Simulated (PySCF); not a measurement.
Magnetic susceptibility: `CC(SCCCF)=C(F)F`, C6H9F3S

Geometry (Å), atoms numbered from 1 in this order:
```xyz
19

C    -2.2275   -0.7109   -0.4471
C    -1.5285    0.4630    0.1601
S    -0.3498    1.3771   -0.8049
C     0.7574    0.0272   -1.3574
C     1.4903   -0.6396   -0.2062
C     2.3795    0.3438    0.5452
F     3.0702   -0.3154    1.5307
C    -1.8178    0.9150    1.3726
F    -1.2462    1.9471    1.9793
F    -2.7532    0.3906    2.1656
H    -3.1036   -0.9709    0.1417
H    -1.5714   -1.5797   -0.4864
H    -2.5388   -0.4674   -1.4611
H     0.1668   -0.6911   -1.9232
H     1.4558    0.5209   -2.0321
H     0.7778   -1.0762    0.4975
H     2.1119   -1.4476   -0.6001
H     1.7923    1.1268    1.0355
H     3.1250    0.7966   -0.1170
```

Theory: PySCF 2.14.0, GIAO PBE0/pcSseg-1 magnetisability, rotational g tensor and spin-rotation constants, non-relativistic, gas phase. Geometry: GFN2-xTB.

Task: What are the magnetisability and the molar susceptibility?

Result: Isotropic -1623 × 10⁻³⁰ J/T², or -97.7 × 10⁻⁶ cm³/mol; principal values -1738, -1587, -1543 × 10⁻³⁰ J/T², anisotropy 177 × 10⁻³⁰ J/T² (root of half the summed squared differences of the principal values). The susceptibility is in cgs units.

Task: Split it along the inertial axes a, b, c into diamagnetic and paramagnetic parts about the centre of mass, with the quadrupole moment.

Result: 
```
axis  χ (10⁻⁶ cm³/mol)  diamagnetic (10⁻⁶ cm³/mol)  paramagnetic (10⁻⁶ cm³/mol)  summed x² of all electrons (Å²)  quadrupole Θ (D Å)
   a             -97.8                      -943.2                        845.4                            344.6               -1.06
   b             -97.7                     -1788.2                       1690.5                            145.4               -0.67
   c             -97.7                     -2078.8                       1981.1                             76.9               +1.73
```
Anisotropies 2χaa − χbb − χcc = -0.2 and 2χbb − χaa − χcc = +0.1 × 10⁻⁶ cm³/mol. Θ is traceless in Buckingham's convention.

Task: And the rotational g tensor?

Result: 
```tsv
axis	rotational constant (GHz)	g	nuclear part	electronic part
a	1.3997	-0.0136	0.5423	-0.5559
b	0.6686	-0.0066	0.5244	-0.5310
c	0.5678	-0.0060	0.5225	-0.5285
```
Asymmetric top; isotopes 12C, 19F, 1H, 32S; no vibrational averaging.
